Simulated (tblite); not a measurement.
Compound: C5H14ClNSi2.
Numbering: `[CH2:1]=[CH:2][N:3]([CH:4]([CH3:5])[CH3:6])[Si@H:7]([SiH3:8])[Cl:9]` (hydrogens: H10, H11 on C1; H12 on C2; H13 on C4; H14, H15, H16 on C5; H17, H18, H19 on C6; H20 on Si7; H21, H22, H23 on Si8)

Structure optimised with GFN2-xTB, isolated species.

Give the optimised bond lengths and angles.

| bond | length (Å) | order |
| --- | --- | --- |
| C1=C2 | 1.327 | double |
| C2–N3 | 1.381 | single |
| N3–C4 | 1.460 | single |
| C4–C5 | 1.529 | single |
| C4–C6 | 1.529 | single |
| N3–Si7 | 1.741 | single |
| Si7–Si8 | 2.317 | single |
| Si7–Cl9 | 2.040 | single |
| C1–H10 | 1.075 | single |
| C1–H11 | 1.074 | single |
| C2–H12 | 1.081 | single |
| C4–H13 | 1.092 | single |
| C5–H14, C5–H15, C5–H16 | 1.087 | single |
| C6–H17, C6–H18, C6–H19 | 1.087 | single |
| Si7–H20 | 1.474 | single |
| Si8–H21, Si8–H22, Si8–H23 | 1.466 | single |

Bonds in one row agree within 0.01 Å and their mean is given. Orders are formal, as drawn. A selection of angles:
| angle | degrees |
| --- | --- |
| C2–C1–H10 | 123.2 |
| C2–C1–H11 | 120.2 |
| H10–C1–H11 | 116.6 |
| C1–C2–N3 | 126.5 |
| C1–C2–H12 | 118.8 |
| N3–C2–H12 | 114.7 |
| C2–N3–C4 | 116.5 |
| C2–N3–Si7 | 119.5 |
| C4–N3–Si7 | 123.9 |
| N3–C4–C5 | 111.4 |
| N3–C4–C6 | 111.7 |
| N3–C4–H13 | 106.4 |
| C5–C4–C6 | 111.8 |
| C5–C4–H13 | 107.8 |
| C6–C4–H13 | 107.5 |
| C4–C5–H14 | 111.4 |
| C4–C5–H15 | 109.9 |
| H14–C5–H15 | 108.5 |
| H15–C5–H16 | 108.7 |
| C4–C6–H17 | 109.6 |
| C4–C6–H18 | 111.8 |
| H17–C6–H18 | 108.3 |
| H17–C6–H19 | 108.6 |
| N3–Si7–Si8 | 110.5 |
| N3–Si7–Cl9 | 107.1 |
| N3–Si7–H20 | 107.9 |
| Si8–Si7–Cl9 | 110.2 |
| Si8–Si7–H20 | 118.1 |
| Cl9–Si7–H20 | 102.3 |
| Si7–Si8–H21 | 112.6 |
| Si7–Si8–H22 | 110.0 |
| H21–Si8–H22 | 107.5 |

Dihedral angles: C1–C2–N3–C4 171° (antiperiplanar); C2–N3–C4–C5 69° (synclinal); C2–N3–Si7–Si8 -52° (synclinal).

The 2 C–N bonds span 1.381 Å (C2–N3, drawn single) to 1.460 Å (N3–C4, drawn single), a spread of 0.079 Å. Si8 (SiH3 silicon) is tetrahedral (angles from 106.9° to 112.7°). The C–C distances run from 1.327 Å (C1=C2, drawn double) to 1.529 Å (C4–C5, drawn single), a spread of 0.202 Å. Of the pairs four or more bonds apart, Si7···H10 is among the closest relative to their van der Waals radii: 2.75 Å, 83 % of the sum of Bondi's values. N3 (silicon-bound nitrogen) is planar (angles 123.9°, 119.5° and 116.5°, sum 359.8°, 0.04 Å off the plane of its three neighbours). Si7 (chlorine-bound silicon) is distorted tetrahedral (angles from 102.3° to 118.1°).

Point group: C1 (no symmetry element, even within 0.4 Å). Its GFN2-xTB frequencies are all real (lowest 20 cm⁻¹). One conformer, not necessarily the lowest.

On an Arm Neoverse N1 with one thread, shared host with 64 logical CPUs at a one-minute load of 30, this took 4.8 s of wall time. That covers the optimisation of the geometry.

These are computed values.
